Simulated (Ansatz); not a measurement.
An input meant for `Sc1cnc(-c2cnc(-c3cnc(S)nc3)nc2)nc1` (charge 0, singlet; atoms displaced at random, 0.15 Å in each coordinate; with a point charge).

```yaml
crystal:
  periodic: [false, false, false]
  atoms:
    - {symbol: S, position_ang: [15.599398, 0.546948, 1.587307]}
    - {symbol: C, position_ang: [11.887442, 0.075430, 1.215990]}
    - {symbol: C, position_ang: [9.807602, 1.470423, -1.335957]}
    - {symbol: N, position_ang: [6.848722, 0.615361, -1.772552]}
    - {symbol: C, position_ang: [5.627327, 0.696786, 1.087117]}
    - {symbol: C, position_ang: [2.128186, 0.456315, 0.356395]}
    - {symbol: C, position_ang: [0.854995, 0.341399, -2.623809]}
    - {symbol: N, position_ang: [-1.997307, 0.269513, -2.937673]}
    - {symbol: C, position_ang: [-3.636657, 0.109747, -0.105174]}
    - {symbol: C, position_ang: [-6.779946, -0.017028, -0.864565]}
    - {symbol: C, position_ang: [-7.957066, -0.684395, 1.697092]}
    - {symbol: N, position_ang: [-10.931093, -0.464642, 1.552787]}
    - {symbol: C, position_ang: [-12.455680, -0.719032, -1.299702]}
    - {symbol: S, position_ang: [-16.854217, -1.132197, -1.214625]}
    - {symbol: N, position_ang: [-11.248252, -0.215689, -3.769631]}
    - {symbol: C, position_ang: [-8.503081, -0.179969, -3.668332]}
    - {symbol: N, position_ang: [-2.602340, -0.944611, 2.028809]}
    - {symbol: C, position_ang: [1.219056, -0.188296, 2.386937]}
    - {symbol: N, position_ang: [6.666628, -0.100018, 3.438862]}
    - {symbol: C, position_ang: [9.777603, 0.466483, 3.352527]}
    - {symbol: H, position_ang: [16.562350, 1.101672, -1.188341]}
    - {symbol: H, position_ang: [11.170414, 1.241527, -3.780628]}
    - {symbol: H, position_ang: [2.562624, 1.221172, -3.797249]}
    - {symbol: H, position_ang: [-7.977892, -0.973690, 4.236138]}
    - {symbol: H, position_ang: [-17.199025, -1.946110, 2.068706]}
    - {symbol: H, position_ang: [-6.643896, -0.044140, -6.038800]}
    - {symbol: H, position_ang: [1.793002, -0.586626, 4.627081]}
    - {symbol: H, position_ang: [11.788600, 0.190279, 5.351641]}
basis:
  gaussian: {orbitals: cc-pVTZ, fitting: {mean_field: def2-universal-jkfit}, point_charges: [{charge: 1.00, position_ang: [10.999, 0.193, -0.955]}]}
hamiltonian: {xc: {name: wB97}}
scf: {omitted_lower_state_checks: [starts]}
```

```sh
$ ansatz run in.yaml --threads 2 --pin off --events-out ev --progress --plain --max-ram 32768MiB --backend cuda --devices 0, --max-vram 18GiB
```

Shortened log:

```
Functional definition: wB97
1762 factors; integrals over basis functions are off by at most 1.6e0 eV
1762 factors; integrals over basis functions are off by at most 1.4e-3 eV
mean field evaluation 1: about -42247.3015 eV, gradient 2.8e2 eV
mean field evaluation 2: about -33204.2193 eV, gradient 8.7e2 eV
mean field evaluation 4: about -41995.9325 eV, gradient 3.5e2 eV
mean field evaluation 8: about -42888.9138 eV, gradient 1.2e2 eV
mean field evaluation 16: about -42998.5962 eV, gradient 1.2e1 eV
mean field evaluation 32: about -43000.4874 eV, gradient 1.0e0 eV
mean field -43000.48906852 eV, -1580.2388264897 hartree, gradient 5.3e-6 eV, S^2 0.000000; 0 other end points of the search recorded, 0 dependent functions left out
reference -43000.48902470 eV, -1580.2388248795 hartree; 77, 77 occupied and 643, 643 virtual orbitals, 1762 factors
Total energy: -43000.48902470 eV, -1580.2388248795 hartree
Checks for a lower state left out: starts
```

In this input the geometry is stretched to more than twice its size. The run converged. The result belongs to that input, not to the species as meant.
